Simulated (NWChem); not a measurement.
System: SbH, triplet; SMILES [SbH]

All runs: NWChem. Spin-unrestricted. All runs use the structure optimised with PBE0-D3(BJ)/def2-TZVP, spin-unrestricted. No stability test was run on the SCF state. def2 effective core potentials on Sb; no spin-orbit coupling. Level B3LYP/def2-SVP: energy and gradient on several grids; changes count from the extra-fine grid, which is no exact limit either.

**Question.** Which is the coarsest grid (xcoarse; fine; coarse; xfine; medium) from which on the energy stays within 500 μHa and each gradient component within 500 μHa/bohr of xfine?

**Answer.** medium.
| grid | size of the energy change (μHa) | largest change of a gradient component (μHa/bohr) |
|---|---|---|
| xcoarse | 400 | 10000 |
| coarse | 80 | 1000 |
| medium | 10 | 200 |
| fine | < 10 | 40 |
| xfine | < 10 | < 30 |
